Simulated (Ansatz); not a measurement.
Program: Ansatz. Geometries: PBE0-D4/def2-TZVP. ΔE: electronic, gas phase. CCSD(T)/CBS is the MP2 limit (def2-TZVPP, def2-QZVPP) plus CCSD(T) − MP2 in def2-TZVPP, frozen cores. DFT in def2-TZVPP. Each species was taken in one conformer, which may not be the lowest.

Consider the ligand exchange at the Si–S bond: `[SiH3][SiH2]S[SiH3]` + `N=C(O)CO` → `OC/C(O)=N\[SiH3]` + `[SiH3][SiH2]S`.

| level | ΔE (kJ/mol) |
| --- | --- |
| B2PLYP | 9.7 |
| CCSD(T)/def2-TZVPP | 13.4 |

**Question.** What does CCSD(T)/CBS give? (An estimate is asked.)

**Answer.** The calculation gave: +16.0 kJ/mol. The listed levels differ from it by -6.3, -2.6 kJ/mol.

Largest T1 diagnostic among the species: 0.013.

In def2-TZVPP, CCSD(T) changes the Hartree–Fock value by +7.9 kJ/mol (the triples alone add +1.2 kJ/mol) and MP2 by +8.6 kJ/mol.

CCSD(T)/CBS has its own doubt, a few kJ/mol and more with outer-core shells, so smaller differences from it don't rank the levels.
